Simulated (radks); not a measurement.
The numbers below are computed, except where a source is named.
How relativity changes the ionisation of the technetium ion Tc3+ ([Kr] 4d4) to Tc4+ ([Kr] 4d3). Spin-unpolarised spherical Kohn-Sham, BLYP, point nucleus unless stated (finite: rms radius 4.4112 fm), a radial shooting solver on a logarithmic mesh with Libxc functionals. A level marked "c x" has the speed of light scaled by that factor and shares open shells by 2j + 1; other Dirac levels either fill j = l - 1/2 first or share by 2j + 1.

non-rel.: E(Tc3+) (hartree) -4204.89501; E(Tc4+) (hartree) -4203.33668; IE (eV) 42.404; HOMO 4d; <r> HOMO (bohr) 1.512
scalar-rel.: E(Tc3+) (hartree) -4284.23929; E(Tc4+) (hartree) -4282.69901; IE (eV) 41.913; HOMO 4d; <r> HOMO (bohr) 1.525
scalar-rel., finite nucleus: E(Tc3+) (hartree) -4284.17472; E(Tc4+) (hartree) -4282.63445; IE (eV) 41.913; HOMO 4d; <r> HOMO (bohr) 1.525
Dirac, 2j+1 shares: E(Tc3+) (hartree) -4284.91876; E(Tc4+) (hartree) -4283.37868; IE (eV) 41.908; HOMO 4d5/2; <r> HOMO (bohr) 1.531
Dirac, low j first: E(Tc3+) (hartree) -4284.94930; E(Tc4+) (hartree) -4283.40428; IE (eV) 42.042; HOMO 4d3/2; <r> HOMO (bohr) 1.520
Dirac, 2j+1 shares, finite nucleus: E(Tc3+) (hartree) -4284.85407; E(Tc4+) (hartree) -4283.31399; IE (eV) 41.908; HOMO 4d5/2; <r> HOMO (bohr) 1.531
Dirac, c x 0.85: E(Tc3+) (hartree) -4317.86475; E(Tc4+) (hartree) -4316.33168; IE (eV) 41.717; HOMO 4d5/2; <r> HOMO (bohr) 1.538
Dirac, c x 2: E(Tc3+) (hartree) -4224.17744; E(Tc4+) (hartree) -4222.62367; IE (eV) 42.280; HOMO 4d5/2; <r> HOMO (bohr) 1.516
Dirac, c x 3: E(Tc3+) (hartree) -4213.40872; E(Tc4+) (hartree) -4211.85242; IE (eV) 42.349; HOMO 4d5/2; <r> HOMO (bohr) 1.514

NIST Atomic Spectra Database: 41 eV (theoretical). The relativistic part of the total energy of Tc3+ is -79.96 hartree (Dirac, 2j+1 shares, finite nucleus), 1.9 % of the non-relativistic value. Spin polarisation and multiplet splitting of open shells are left out at every level.

Beside tabulated values, note that relativity, absent from the non-relativistic runs, is large for the heavy elements, and spin-unpolarised runs miss the spin-polarisation part of the exchange energy of open shells.
